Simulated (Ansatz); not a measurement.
`[NH2][AlH][SiH3]` + dimethylamine → `C[N](C)[AlH][NH2]` + SiH₄ at 500 K and 1 bar (cleavage of the Al–Si bond).

Program: Ansatz. Geometries: PBE0-D4/def2-TZVP. ΔE: electronic, gas phase. CCSD(T)/CBS adds triple-zeta CCSD(T) − MP2 to the extrapolated MP2 energy (def2 sets, frozen cores). This one scheme is used for every species. Each species was taken in one conformer, which may not be the lowest.

| species | CCSD(T)/CBS energy (Eh) | H − E (kJ/mol) | S (J/(mol·K)) |
| --- | --- | --- | --- |
| `[NH2][AlH][SiH3]` | -589.42853 | 193.0 | 388.8 |
| `CNC` | -135.00321 | 273.8 | 313.8 |
| `C[N](C)[AlH][NH2]` | -432.99850 | 355.6 | 437.5 |
| SiH₄ | -291.46306 | 102.4 | 230.9 |

H − E and S are ideal-gas, rigid-rotor, harmonic terms from PBE0-D4/def2-TZVP, for one conformer and one mirror image of each species. 1 Eh = 2625.50 kJ/mol, R = 8.31446 J/(mol·K).

Problem. By hand: ΔE, ΔH, ΔS and ΔG.

Solution. ΔE = (-432.99850) + (-291.46306) − (-589.42853) − (-135.00321) = -0.02982 Eh = -78.3 kJ/mol. Δ(H − E) = 355.6 + 102.4 − 193.0 − 273.8 = -8.8, so ΔH = -87.1 kJ/mol. ΔS = 437.5 + 230.9 − 388.8 − 313.8 = -34.2 J/(mol·K). ΔG = -87.1 − 500 × (-34.2)/1000 = -70.0 kJ/mol.

Problem. By hand: the equilibrium constant, and the temperature at which ΔG would vanish if ΔH and ΔS stayed fixed.

Solution. log₁₀ K = −ΔG/(RT ln 10) = 7.3. ΔG = 0 at ΔH/ΔS = 2547 K, far beyond where these terms or the molecules hold.

ΔH outweighs TΔS. A doubt of 5 kJ/mol in ΔE shifts log₁₀ K by 0.5 here. Other conformers and mirror images would add mixing entropy, several J/(mol·K) or more a flexible species. Modes under 60 cm⁻¹, often nearly free rotors, make the harmonic entropy too high. These are equilibria of isolated gas molecules and say nothing of rates. Largest T1 diagnostic: 0.013 (customary marks: 0.02 for closed shells, 0.045 for open ones).
